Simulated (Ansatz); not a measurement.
Geometry optimisation, Ansatz, RHF/def2-SVP.

input.yaml

```yaml
crystal:
  periodic: [false, false, false]
  atoms:
    - { symbol: "N", position_ang: [-1.14112, 0.92849, -1.38508] }
    - { symbol: Al, position_ang: [0.04195, 0.99496, -0.06775] }
    - { symbol: Ge, position_ang: [0.78581, -1.04894, 1.00304] }
    - { symbol: H, position_ang: [-1.59687, 0.10901, -1.77402] }
    - { symbol: H, position_ang: [-1.49032, 1.73683, -1.88981] }
    - { symbol: H, position_ang: [0.57683, 2.37229, 0.37393] }
    - { symbol: H, position_ang: [0.56299, -1.31554, 2.47473] }
    - { symbol: H, position_ang: [2.3001, -1.12992, 0.95239] }
    - { symbol: H, position_ang: [0.44144, -2.40776, 0.43553] }
basis:
  gaussian: { orbitals: def2-SVP }
hamiltonian:
  xc: hf
relax:
  f_tol: 0.015
  max_steps: 40
```

Command:

```bash
$ ansatz run input.yaml --threads 1 --pin off --max-ram 2048MiB --backend cpu --events-out ev --progress --plain --runs-dir out
```

Task: Where does it end, and by what steps?

Result: The forces met the threshold. After 5 steps the energy has fallen by 0.214 eV; H9 moved furthest, 0.17 Å.

```json
{"step": "0", "energy less start (eV)": "0.0000", "largest force component (eV/Å)": "0.864", "accepted": "yes"}
{"step": "1", "energy less start (eV)": "-0.1362", "largest force component (eV/Å)": "0.502", "accepted": "yes"}
{"step": "2", "energy less start (eV)": "-0.1828", "largest force component (eV/Å)": "0.756", "accepted": "yes"}
{"step": "3", "energy less start (eV)": "-0.2106", "largest force component (eV/Å)": "0.227", "accepted": "yes"}
{"step": "4", "energy less start (eV)": "-0.2137", "largest force component (eV/Å)": "0.020", "accepted": "yes"}
{"step": "5", "energy less start (eV)": "-0.2139", "largest force component (eV/Å)": "0.010", "accepted": "yes"}
```

```xyz
9
Properties=species:S:1:pos:R:3
N -1.135 0.913 -1.379
Al 0.037 1.003 -0.059
Ge 0.877 -1.111 1.006
H -1.518 0.071 -1.766
H -1.521 1.707 -1.856
H 0.515 2.437 0.404
H 0.503 -1.185 2.500
H 2.413 -1.216 0.933
H 0.309 -2.379 0.340
```

Whether the end is a true minimum wasn't checked by a vibrational analysis.

Run time: 13 s on 1 thread of Intel(R) Xeon(R) Platinum 8488C (Sapphire Rapids), with other jobs on the host, peak memory 0.2 GiB.
